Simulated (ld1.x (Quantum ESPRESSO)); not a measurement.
## Scattering properties, ultrasoft potential for Cu

```
Element                 : Cu
Generator               : ld1.x (Quantum ESPRESSO) 7.5
Type                    : ultrasoft
Functional              : Wu–Cohen
Relativity              : fully relativistic
Frozen core             : [Ar]
Valence charge          : 11
Reference configuration : 3d10 4s0.5 4p0.5
Partial waves           : 4s (bound): rcut 2.66, rcutus 3.22 bohr; 4s channel at 4.25 Ry: rcut 2.66, rcutus 3.22 bohr; 4p (bound): rcut 2.80, rcutus 3.64 bohr; 4p channel at 0.55 Ry: rcut 2.80, rcutus 3.64 bohr; 3d (bound): rcut 1.54, rcutus 1.90 bohr; 3d channel at 0.7 Ry: rcut 1.54, rcutus 1.90 bohr
Local potential         : all-electron potential smoothed inside 2.52 bohr (lloc = -2)
Core correction         : none
Augmentation charge     : PSQ, inside the norm-conserving radii
```

Open shells are filled in proportion to 2j + 1 (rel_dist='average').

The phase is arctan(r·u′/u) with u = r·R(r), unwrapped; energies in Ry, scanned from -2 to 5 Ry. A pole is an energy at which the radial function vanishes at the test radius. The pseudo phase is shifted by a multiple of π to meet the all-electron one at the reference energy, and phase errors are pseudo minus all-electron; the curves can meet again beyond the range given. Levels narrower than the energy grid can be missing from the lists of poles.

```tsv
channel	radius (bohr)	reference energy (Ry)	poles, all-electron	poles, pseudo	unbroken range about the reference energy with phases within 0.05 rad	phase error 1 Ry above the reference energy (rad)
s	3.96	-0.40	-0.15, 2.65	-0.15, 2.56	below 0.6	-0.059
p1/2	3.96	-0.09	0.44, 3.32	0.44, 3.03	below 1.5	-0.000
p3/2	3.96	-0.08	0.46, 3.35	0.46, 3.07	below 1.5	-0.000
d3/2	3.96	-0.47	-0.46, 1.53, 4.63	-0.46, 1.53, 4.76	below 2.7	+0.000
d5/2	3.96	-0.45	-0.44, 1.54, 4.64	-0.44, 1.54, 4.77	below 2.7	+0.000
```

Phases in the s channel:

```
E (Ry)  all-electron  pseudo
 -2.00         1.373   1.372
 -1.76         1.356   1.355
 -1.52         1.332   1.331
 -1.28         1.298   1.296
 -1.04         1.240   1.238
 -0.80         1.111   1.107
 -0.56         0.474   0.466
 -0.32        -1.328  -1.329
 -0.08        -1.620  -1.625
  0.16        -1.740  -1.752
  0.40        -1.849  -1.875
  0.64        -2.013  -2.083
  0.88        -2.403  -2.664
  1.12        -3.467  -3.836
  1.36        -4.202  -4.326
  1.60        -4.445  -4.500
  1.84        -4.556  -4.587
  2.08        -4.621  -4.642
  2.32        -4.665  -4.681
  2.56        -4.700  -4.712
  2.80        -4.730  -4.740
  3.04        -4.758  -4.766
  3.28        -4.787  -4.793
  3.52        -4.820  -4.825
  3.76        -4.862  -4.866
  4.00        -4.925  -4.926
  4.24        -5.036  -5.036
  4.48        -5.308  -5.317
  4.72        -6.272  -6.411
  4.96        -7.265  -7.365
```
